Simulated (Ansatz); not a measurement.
`F[C]1=[C](Cl)[GeH2]1`. Total charge 0; spin multiplicity 1.

Z-matrix (Å, degrees):
```
Ge
C 1 1.931
C 1 1.909 2 40.2
H 1 1.534 2 120.6 3 -103.0
H 1 1.534 2 120.6 3 103.0
Cl 2 1.696 1 152.7 3 180.0
F 3 1.316 1 152.8 2 -180.0
```

(1) List the harmonic frequencies (cm⁻¹, unscaled) at PBE0-D4/def2-TZVP in Ansatz. (Estimate.)

(2) Is this a minimum?

(3) Give the ideal-gas thermochemistry at 298.15 K and 1 bar (rigid rotor, harmonic oscillator; point group Cs, symmetry number 1).

(4) Rotational constants (cm⁻¹)?

Answers

(1) The calculation gave: 166, 199, 250, 449, 460, 564, 577, 579, 743, 842, 894, 1163, 1761, 2158, 2161.

(2) Yes, all 15 modes are real.

(3) Zero-point energy 77.6 kJ/mol; H(298) − E = 95.2 kJ/mol; entropy 332.2 J/(mol·K), of which translation 171.6, rotation 118.6, vibration 42.0; G(298) − E = -3.8 kJ/mol.

(4) 0.1153, 0.05372, 0.03718.
